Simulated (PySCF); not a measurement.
C₆H₆N, SMILES [NH]c1ccccc1, doublet (PBE0/def2-SVP optimised geometry):

```
13

N      1.322     2.295     0.000
C      0.717     1.107     0.000
C     -0.715     1.077     0.000
C     -1.402    -0.122     0.000
C     -0.704    -1.340     0.000
C      0.699    -1.344     0.000
C      1.401    -0.153     0.000
H      2.339     2.149     0.000
H     -1.232     2.038     0.000
H     -2.495    -0.124     0.000
H     -1.252    -2.285     0.000
H      1.238    -2.295     0.000
H      2.495    -0.153     0.000
```

Computed with unrestricted PBE0/def2-TZVP in PySCF.

Task: What are the frontier orbital energies (α orbitals alone; a β orbital can be the lowest empty one) and the dipole moment?

Result: HOMO-2 -8.14 eV, HOMO-1 -7.89 eV, HOMO -6.31 eV, LUMO -0.61 eV, LUMO+1 0.05 eV; dipole moment 2.47 D.

On the same geometry unrestricted PBE/def2-TZVP (PySCF) gives HOMO-2 -6.84 eV, HOMO-1 -6.46 eV, HOMO -5.16 eV, LUMO -1.56 eV, LUMO+1 -0.91 eV; dipole moment 2.51 D.

Meta-Löwdin charges at PBE0/def2-TZVP: N1 -0.38, C2 0.11, C3 -0.11, C4 -0.12, C5 -0.10, C6 -0.12, C7 -0.13, H8 0.21, H9 0.14, H10 0.13, H11 0.13, H12 0.13, H13 0.12.
